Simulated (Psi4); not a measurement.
C₂Cl₃, doublet, at a GFN2-xTB geometry; CAM-B3LYP/3-21G (Psi4).

Psi4 was given this input:
```
memory 2 GB

molecule {
0 2
C    -0.01280289    0.20464514    1.02473773
C     0.00168582    0.32335442   -0.26381268
Cl   -0.02139799   -0.94010326    2.18439863
Cl    0.02057196   -1.07353155   -1.37258546
Cl    0.00474969    1.82728202   -1.08037495
}

set {
  basis 3-21g
  reference uks
}

energy('cam-b3lyp')
print_variables()
```

It wrote (shortened):

```
   => Loading Basis Set <=

    Name: 3-21G
    Role: ORBITAL
    Keyword: BASIS

         ---------------------------------------------------------
                                   SCF
               by Justin Turney, Rob Parrish, Andy Simmonett
                          and Daniel G. A. Smith
                              UKS Reference
         ---------------------------------------------------------

  ==> Geometry <==

    Molecular point group: c1
    Full point group: C1

    Geometry (in Angstrom), charge = 0, multiplicity = 2:

       Center              X                  Y                   Z               Mass
    ------------   -----------------  -----------------  -----------------  -----------------
         C           -0.012832376851     0.206045755633     1.026756220950    12.000000000000
         C            0.001656333149     0.324755035633    -0.261794189050    12.000000000000
         CL          -0.021427476851    -0.938702644367     2.186417120950    34.968852682000
         CL           0.020542473149    -1.072130934367    -1.370566969050    34.968852682000
         CL           0.004720203149     1.828682635633    -1.078356459050    34.968852682000

  Running in c1 symmetry.

  Rotational constants: A =      0.12218  B =      0.04976  C =      0.03536 [cm^-1]
  Rotational constants: A =   3662.76597  B =   1491.81205  C =   1060.05931 [MHz]
  Nuclear repulsion =  300.562268352672731

  Charge       = 0
  Multiplicity = 2
  Electrons    = 63
  Nalpha       = 32
  Nbeta        = 31

  ==> Algorithm <==

  SCF Algorithm Type is DF.
  DIIS enabled.
  MOM disabled.
  Fractional occupation disabled.
  Guess Type is SAD.
  Energy threshold   = 1.00e-06
  Density threshold  = 1.00e-06
  Integral threshold = 1.00e-12

  ==> Primary Basis <==

  Basis Set: 3-21G
    Blend: 3-21G
    Number of shells: 31
    Number of basis functions: 57
    Number of Cartesian functions: 57
    Spherical Harmonics?: false
    Max angular momentum: 1

  ==> DFT Potential <==

   => LibXC <=

    Version 7.1.2
    S. Lehtola, C. Steigemann, M. J. T. Oliveira, and M. A. L. Marques,  SoftwareX 7, 1–5 (2018) (10.1016/j.softx.2017.11.002)

   => Composite Functional: CAM-B3LYP <=

    CAM-B3LYP Hyb-GGA Exchange-Correlation Functional

    T. Yanai, D. P. Tew, and N. C. Handy,  Chem. Phys. Lett. 393, 51 (2004) (10.1016/j.cplett.2004.06.011)

    Deriv               =              1
    GGA                 =           TRUE
    Meta                =          FALSE

    Exchange Hybrid     =           TRUE
    MP2 Hybrid          =          FALSE

   => Exchange Functionals <=

    0.3500         Becke 88 [omega = 0.3300]
    0.4600   Short-range recipe for B88 functional - erf [omega = 0.3300]

   => Exact (HF) Exchange <=

    0.4600            HF,LR [omega = 0.3300]
    0.1900               HF

   => Correlation Functionals <=

    0.1900   Vosko, Wilk & Nusair (VWN5)
    0.8100   Lee, Yang & Parr

   => LibXC Density Thresholds  <==

    XC_HYB_GGA_XC_CAM_B3LYP:  1.00E-14

   => Molecular Quadrature <=

    Radial Scheme          =       TREUTLER
    Pruning Scheme         =           NONE
    Nuclear Scheme         =       TREUTLER

    Blocking Scheme        =         OCTREE
    BS radius alpha        =              1
    Pruning alpha          =              1
    Radial Points          =             75
    Spherical Points       =            302
    Total Points           =         101508
    Total Blocks           =            837
    Max Points             =            256
    Max Functions          =             50
    Weights Tolerance      =       1.00E-15

   => Loading Basis Set <=

    Name: (3-21G AUX)
    Role: JKFIT
    Keyword: DF_BASIS_SCF

  ==> Integral Setup <==

  SCF_SUBTYPE=INCORE selected. In-core MEM_DF algorithm will be used.
  Using in-core AOs.

  ==> MemDFJK: Density-Fitted J/K Matrices <==

    J tasked:                   Yes
    K tasked:                   Yes
    wK tasked:                  Yes
[...]

   -------------------------
    Irrep   Nso     Nmo
   -------------------------
     A         57      57
   -------------------------
    Total      57      57
   -------------------------

  ==> Iterations <==

                           Total Energy        Delta E     RMS |[F,P]|

   @DF-UKS iter SAD: -1449.66830533955249   -1.44967e+03   0.00000e+00
   @DF-UKS iter   1: -1449.53595634774865    1.32349e-01   3.99150e-03 DIIS/ADIIS
   @DF-UKS iter   2: -1449.56181483161868   -2.58585e-02   2.66620e-03 DIIS/ADIIS
   @DF-UKS iter   3: -1449.57198091897203   -1.01661e-02   9.55488e-04 DIIS/ADIIS
   @DF-UKS iter   4: -1449.57372020330286   -1.73928e-03   3.29222e-04 DIIS/ADIIS
   @DF-UKS iter   5: -1449.57408365592050   -3.63453e-04   1.18886e-04 DIIS/ADIIS
   @DF-UKS iter   6: -1449.57420224074008   -1.18585e-04   5.65095e-05 DIIS
   @DF-UKS iter   7: -1449.57424172170363   -3.94810e-05   3.42930e-05 DIIS
   @DF-UKS iter   8: -1449.57426383171583   -2.21100e-05   2.05507e-05 DIIS
   @DF-UKS iter   9: -1449.57426872223641   -4.89052e-06   9.19202e-06 DIIS
   @DF-UKS iter  10: -1449.57426990372574   -1.18149e-06   1.49119e-06 DIIS
   @DF-UKS iter  11: -1449.57426992111823   -1.73925e-08   5.38967e-07 DIIS
  Energy and wave function converged.

  ==> Post-Iterations <==

   Electrons on quadrature grid:
      Nalpha   =   31.9999993417 ; deviation = -6.583e-07
      Nbeta    =   30.9999994883 ; deviation = -5.117e-07
      Ntotal   =   62.9999988299 ; deviation = -1.170e-06

   @Spin Contamination Metric:   1.429923958E-02
   @S^2 Expected:                7.500000000E-01
   @S^2 Observed:                7.642992396E-01
   @S   Expected:                5.000000000E-01
   @S   Observed:                5.000000000E-01

    Orbital Energies [Eh]
    ---------------------

    Alpha Occupied:

[...]
    Alpha Virtual:

[...]
      57A      1.752084

    Beta Occupied:

[...]
      31A     -0.327404

    Beta Virtual:

[...]
    Final Occupation by Irrep:
              A
    DOCC [    31 ]
    SOCC [     1 ]
    NA   [    32 ]
    NB   [    31 ]

  @DF-UKS Final Energy: -1449.57426992111823

   => Energetics <=

    Nuclear Repulsion Energy =            300.5622683526727315
    One-Electron Energy =               -2597.5608199679618338
    Two-Electron Energy =                 920.1176732069822037
    DFT Exchange-Correlation Energy =     -72.6933915128112318
    Empirical Dispersion Energy =           0.0000000000000000
    VV10 Nonlocal Energy =                  0.0000000000000000
    Total Energy =                      -1449.5742699211184572

  UHF NO Occupations:
  HONO-2 :   30  A 1.9990118
  HONO-1 :   31  A 1.9944677
  HONO-0 :   32  A 1.0000000
  LUNO+0 :   33  A 0.0055323
  LUNO+1 :   34  A 0.0009882
  LUNO+2 :   35  A 0.0003385
  LUNO+3 :   36  A 0.0001675

Computation Completed

Properties will be evaluated at   0.000000,   0.000000,   0.000000 [a0]

Properties computed using the SCF density matrix

 Multipole Moments:

 ------------------------------------------------------------------------------------
     Multipole            Electronic (a.u.)      Nuclear  (a.u.)        Total (a.u.)
 ------------------------------------------------------------------------------------

 L = 1.  Multiply by 2.5417464519 to convert [e a0] to [Debye]
 Dipole X            :         -0.0012484           -0.0035109           -0.0047593
 Dipole Y            :         -0.2938064            0.1667470           -0.1270594
 Dipole Z            :          0.2153621            0.2403070            0.4556691
 Magnitude           :                                                    0.4730762

 ------------------------------------------------------------------------------------

  Variable Map:
  ----------------------------------------------------------------------------
[...]
  Array Variable Map:
  ----------------------------------------------------------------------------
[...]
[...]
```
